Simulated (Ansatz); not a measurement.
`c1ccc(-c2ccc(-c3ccc(-c4ccc(-c5ccc(-c6ccc(-c7ccccc7)cc6)cc5)cc4)cc3)cc2)cc1`, relaxed as a singlet with RKS PBE-D4/def2-SVP in Ansatz, starting from the GFN2-xTB geometry. Force threshold 0.03 eV/Å.

Single mean-field runs in def2-SVP are fitted with def2-universal-jkfit.

Start:

```xyz
72

C     5.103   12.927   -2.960
C     3.737   12.729   -2.852
C     3.239   11.473   -2.557
C     4.101   10.395   -2.379
C     3.574    9.057   -2.074
C     4.033    7.938   -2.763
C     3.527    6.684   -2.485
C     2.568    6.508   -1.490
C     2.042    5.172   -1.181
C     1.677    4.298   -2.202
C     1.174    3.045   -1.916
C     1.030    2.614   -0.598
C     0.502    1.278   -0.292
C     0.807    0.185   -1.102
C     0.306   -1.069   -0.820
C    -0.504   -1.279    0.294
C    -1.030   -2.616    0.602
C    -1.007   -3.112    1.904
C    -1.493   -4.372    2.189
C    -2.040   -5.168    1.184
C    -2.570   -6.503    1.490
C    -1.870   -7.369    2.327
C    -2.362   -8.626    2.611
C    -3.574   -9.056    2.074
C    -4.100  -10.394    2.377
C    -4.715  -11.159    1.387
C    -5.211  -12.417    1.674
C    -5.103  -12.933    2.954
C    -4.493  -12.183    3.946
C    -3.997  -10.925    3.661
C    -4.275   -8.187    1.240
C    -3.780   -6.932    0.950
C    -2.071   -4.669   -0.116
C    -1.566   -3.417   -0.403
C    -0.805   -0.190    1.109
C    -0.317    1.067    0.817
C     1.403    3.488    0.423
C     1.893    4.746    0.138
C     2.116    7.628   -0.795
C     2.605    8.885   -1.090
C     5.473   10.604   -2.493
C     5.969   11.863   -2.774
H     5.492   13.909   -3.189
H     3.057   13.556   -2.998
H     2.172   11.317   -2.486
H     4.778    8.058   -3.536
H     3.893    5.825   -3.029
H     1.768    4.616   -3.231
H     0.866    2.400   -2.726
H     1.463    0.316   -1.951
H     0.565   -1.904   -1.454
H    -0.583   -2.512    2.696
H    -1.473   -4.740    3.205
H    -0.918   -7.059    2.733
H    -1.790   -9.293    3.239
H    -4.782  -10.771    0.381
H    -5.684  -12.997    0.894
H    -5.491  -13.916    3.177
H    -4.407  -12.579    4.948
H    -3.539  -10.338    4.444
H    -5.228   -8.493    0.834
H    -4.345   -6.265    0.316
H    -2.478   -5.280   -0.909
H    -1.605   -3.043   -1.416
H    -1.448   -0.330    1.966
H    -0.593    1.902    1.445
H     1.325    3.168    1.452
H     2.192    5.400    0.945
H     1.360    7.510   -0.032
H     2.250    9.744   -0.539
H     6.150    9.777   -2.338
H     7.036   12.016   -2.848
```

```
         step  energy (eV)  largest force component (eV/Å)  SCF passes
            1  -43958.7726                           0.747          21
            2  -43959.3633                           0.204          20
            3  -43959.4425                           0.045          19
            4  -43959.4529                           0.055          19
            5  -43959.4583                           0.058          19
            6  -43959.4622                           0.104          19
            7  -43959.4662                           0.069          20
            8  -43959.4691                           0.027          19
            9  -43959.4723                           0.039          18
10 (rejected)  -43959.4682                           0.149          19
           11  -43959.4750                           0.022          18
           12  -43959.4755                           0.055          18
           13  -43959.4768                           0.024          21
```

Force components are those of the run's own axes.

End:

```xyz
72

C     5.187   13.143   -3.007
C     3.899   12.997   -2.465
C     3.396   11.722   -2.173
C     4.168   10.562   -2.417
C     3.636    9.213   -2.108
C     3.950    8.097   -2.917
C     3.446    6.826   -2.628
C     2.607    6.606   -1.511
C     2.075    5.259   -1.203
C     1.745    4.347   -2.231
C     1.242    3.076   -1.940
C     1.045    2.650   -0.606
C     0.514    1.303   -0.298
C     0.761    0.202   -1.150
C     0.257   -1.068   -0.861
C    -0.516   -1.305    0.299
C    -1.047   -2.652    0.607
C    -1.149   -3.113    1.940
C    -1.647   -4.386    2.230
C    -2.075   -5.258    1.203
C    -2.607   -6.605    1.511
C    -2.096   -7.367    2.587
C    -2.596   -8.639    2.877
C    -3.635   -9.212    2.107
C    -4.167  -10.562    2.416
C    -4.623  -11.417    1.386
C    -5.126  -12.692    1.677
C    -5.185  -13.143    3.006
C    -4.735  -12.306    4.040
C    -4.233  -11.031    3.749
C    -4.147   -8.449    1.033
C    -3.644   -7.178    0.741
C    -1.977   -4.795   -0.129
C    -1.473   -3.525   -0.420
C    -0.761   -0.206    1.154
C    -0.262    1.066    0.861
C     1.377    3.563    0.422
C     1.877    4.835    0.131
C     2.294    7.722   -0.700
C     2.795    8.994   -0.992
C     5.463   10.726   -2.963
C     5.966   12.000   -3.255
H     5.582   14.144   -3.237
H     3.274   13.884   -2.277
H     2.375   11.619   -1.776
H     4.588    8.233   -3.804
H     3.725    5.978   -3.272
H     1.851    4.655   -3.282
H     0.959    2.410   -2.769
H     1.393    0.337   -2.041
H     0.499   -1.909   -1.529
H    -0.810   -2.465    2.763
H    -1.725   -4.707    3.280
H    -1.262   -6.968    3.184
H    -2.147   -9.219    3.696
H    -4.556  -11.087    0.338
H    -5.467  -13.343    0.856
H    -5.580  -14.145    3.235
H    -4.785  -12.645    5.087
H    -3.911  -10.374    4.571
H    -4.982   -8.847    0.436
H    -4.092   -6.598   -0.080
H    -2.286   -5.455   -0.955
H    -1.424   -3.191   -1.468
H    -1.390   -0.345    2.046
H    -0.509    1.905    1.529
H     1.276    3.256    1.474
H     2.158    5.504    0.959
H     1.629    7.592    0.168
H     2.543    9.836   -0.329
H     6.094    9.840   -3.135
H     6.981   12.103   -3.669
```

By distances, no bond broke or formed. The bond that changes most is C4–C41, from 1.39 to 1.41 Å (atoms count from 1).

The force fell under the threshold at step 8, but the optimiser went on and released 0.008 eV more. No frequencies were taken in this run, so the end may be a saddle point.

It took 88 s on 2 threads of AMD EPYC 7R13 on a shared host and a share (18 GiB) of an NVIDIA H100 80GB HBM3, peak host memory 1.2 GiB.
